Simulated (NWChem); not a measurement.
System: C$_{2}$H$_{5}$FSi$_{2}$; SMILES F[Si@@H]1[SiH2]C=C1

The following NWChem deck was run.

```
start job
memory heap 200 mb stack 900 mb global 1100 mb
geometry units angstroms noautoz
  F      0.388163    -2.146497     0.545118
  Si     0.006782    -0.877099    -0.407487
  C     -1.492249     0.123869     0.101704
  C     -0.999341     1.382157     0.233522
  Si     0.881173     1.242820     0.031348
  H     -0.042325    -1.428863    -1.793864
  H     -2.555931    -0.123288     0.216073
  H     -1.636366     2.254933     0.433038
  H      1.504220     2.095062    -1.029367
  H      1.637116     1.443954     1.305467
end
basis spherical
  * library def2-tzvp
end
dft
  xc xpbe96 cpbe96
  iterations 150
  semidirect filesize 400000000
  mulliken
end
task dft energy
```

All runs use the structure optimised with PBE0/def2-SVP.

Question: Give the results of this calculation. (PBE/def2-TZVP.) Quantities: energy (Ha); highest occupied level (eV); orbital gap (eV); dipole (D).

Answer: 
- energy (Ha): -757.66
- highest occupied level (eV): -6.68
- orbital gap (eV): 4.56
- dipole (D): 1.78
